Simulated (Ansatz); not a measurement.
Consider the substitution at a C–Si bond: `C[SiH](O)O[Si](C)(O)O` + `BS` → `BSC` + `C[SiH](O)O[SiH](O)O`.

Calculated with Ansatz (gas phase, PBE0-D4/def2-TZVP geometries, no zero-point term in ΔE). CCSD(T)/CBS adds triple-zeta CCSD(T) − MP2 to the extrapolated MP2 energy (def2 sets, frozen cores). This one scheme is used for every species. Functionals use def2-TZVPP. B3LYP here is the variant with VWN-RPA as its local correlation; programs differ in this. One conformer a species, not always the lowest.

| level | ΔE (kJ/mol) | difference from CCSD(T)/CBS |
| --- | --- | --- |
| PBE-D4 | 46.3 | -3.1 |
| B3LYP-D4 | 49.5 | 0.1 |
| ωB97X-V | 49.3 | -0.1 |
| ωB97M-V | 51.6 | 2.2 |
| B2PLYP | 47.3 | -2.1 |
| PBE | 44.0 | -5.4 |
| r2SCAN | 48.9 | -0.5 |
| PBE0 | 47.2 | -2.2 |
| HF/def2-TZVPP | 51.4 | 2.0 |
| MP2/def2-TZVPP | 49.6 | 0.2 |
| SCS-MP2/def2-TZVPP | 47.8 | -1.6 |
| CCSD(T)/def2-TZVPP | 50.9 | 1.5 |
| HF/def2-QZVPP | 51.0 | 1.6 |
| MP2/def2-QZVPP | 48.6 | -0.8 |
| SCS-MP2/def2-QZVPP | 47.0 | -2.4 |
| CCSD/CBS(def2) | 51.0 | 1.6 |
| CCSD(T)/CBS | 49.4 | 0 |

Largest T1 diagnostic among the species: 0.015.

The D4 term adds +3.2 kJ/mol with B3LYP and +2.5 kJ/mol with PBE0; it sums over pairs of atoms, weighted by their polarisabilities, and B3LYP, whose exchange is more repulsive, gets the larger term. From PBE to PBE0 (25 % exact exchange), in def2-TZVPP and without D4, ΔE moves by +3.3 kJ/mol.
